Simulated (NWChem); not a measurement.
Molecule: CF2, singlet; SMILES F[C]F

```xyz
3

F      1.0237     0.0000    -0.1971
C      0.0000     0.0000     0.5910
F     -1.0237     0.0000    -0.1971
```
Atoms are numbered in this order, from 1.

All runs: NWChem. Low-valent species are run as closed-shell singlets; no triplet was tried in these runs. STO-3G and 3-21G are far too small for this property and stand as cheap habits. Coordinates come from a PBE0/def2-SVP optimisation. Field at 589 nm.

Problem. Predict the results for B3LYP/STO-3G. Quantities: isotropic polarisability (bohr³); anisotropy (bohr³).

Solution. The isotropic polarisability (bohr³) is 5.8 and the anisotropy (bohr³) is 4.7.
